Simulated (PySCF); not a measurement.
Species: C5H6F3PS.
SMILES with atom numbers: `[CH3:1][CH2:2][C:3]1=[CH:4][P@:5]1(=[S:6])[C:7]([F:8])([F:9])[F:10]` (hydrogens: H11, H12, H13 on C1; H14, H15 on C2; H16 on C4)

Torsions of this conformer, `[CH3:1][CH2:2][C:3]1=[CH:4][P@:5]1(=[S:6])[C:7]([F:8])([F:9])[F:10]`: C1–C2–C3–C4 -1°, C4–P5–C7–F8 -153°.

The closed-shell ground state was solved at several levels (PySCF, density fitting, gas phase, non-relativistic). The structure is a single PBE0-D3(BJ)/def2-SVP conformer in the gas phase; no vibrational or solvent corrections.

| level | basis functions | total energy (Eh) | HOMO (eV) | LUMO (eV) | gap (eV) | dipole (D) |
| --- | --- | --- | --- | --- | --- | --- |
| KT3/pcSseg-1 | 214 | -1245.1700 | -5.81 | -2.01 | 3.80 | 4.85 |
| PBE0/pcSseg-1 | 214 | -1232.3150 | -6.89 | -1.13 | 5.76 | 5.11 |

(1) Estimate the row for B3LYP/def2-SVPD, a basis of 268 functions; the other rows only guide the guess.

(2) Over all these levels, which gives the widest orbital gap and which the narrowest?

(3) How far do the dipole and the HOMO energy spread over the levels?

## Answers

(1) Total energy -1232.6311 Eh, HOMO -6.68 eV, LUMO -1.43 eV, gap 5.25 eV, dipole 5.12 D.

(2) PBE0/pcSseg-1 (global hybrid, 25 % exact exchange) has the widest, 5.76 eV, and KT3/pcSseg-1 (GGA) the narrowest, 3.80 eV. The two share the basis. From the narrowest to the widest the HOMO moves by -1.08 eV and the LUMO by +0.88 eV.

(3) The dipole runs from 4.85 to 5.12 D (mean 5.03 D) and the HOMO from -6.89 to -5.81 eV.
